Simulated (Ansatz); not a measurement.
Series nitrenes, diatomics and small unsaturated species, computed as singlets and as triplets. Isolated molecules, 0 K electronic values unless said otherwise. One relaxed conformer stands for each flexible species; it need not be the lowest. Strings in code marks are SMILES.

Quantity: adiabatic spin-state energy, in kcal/mol. The DFT solution of `[BH]` is unstable or spin-contaminated; the geometry comes from it. HF references are unrestricted for open shells and restricted for singlets. The restricted reference of `[BH]` is unstable towards unrestricted orbitals.

Case: `[BH]`: multiplicity 3 minus multiplicity 1. The other species in the difference include `[BH]` (neutral, multiplicity 1). Geometry of `[BH]` (neutral, multiplicity 3, Å):

```xyz
2

B      0.5960     0.0000     0.0000
H     -0.5960     0.0000     0.0000
```

Q: What is the computed adiabatic spin-state energy (composite: frozen-core CCSD(T) with HF/cc-pV5Z and the correlation energy extrapolated as X^-3 from cc-pVQZ and cc-pV5Z, plus full CI minus CCSD(T) in cc-pVTZ // B3LYP-D3(BJ)/def2-TZVP (Ansatz, an electronic-structure program))?

A: 30.6 kcal/mol.
